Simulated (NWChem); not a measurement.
System: C₂H₃FO₂Si; SMILES O1[Si@](F)(O)C=C1

```xyz
9

O     -1.1885    -1.4456     0.0260
Si     0.0296    -0.3573     0.0486
F      1.3530    -1.2497    -0.1066
C      0.0662     1.1612     1.0605
C      0.0113     1.7746    -0.1426
O     -0.0399     0.8674    -1.1726
H     -2.0849    -1.1162     0.1389
H      0.1221     1.5958     2.0544
H      0.0006     2.8343    -0.4246
```
Atoms are numbered in this order, from 1.

Results from NWChem. Pople sets run with spherical d functions. Structure relaxed at the PBE0/def2-SVP level. Level: M05-2X/6-31G* with SMD (1 M gas to 1 M solution), gas-phase geometry. Reactions with the solvent are ignored.

What does the run give for solvent cyclohexanone? Quantities: solvation free energy (kcal/mol); cavity-dispersion-structure term (kcal/mol); dipole in solution (D).

The solvation free energy (kcal/mol) is -5.8 and the cavity-dispersion-structure term (kcal/mol) comes out as 0.1. The dipole in solution (D) is 3.97.
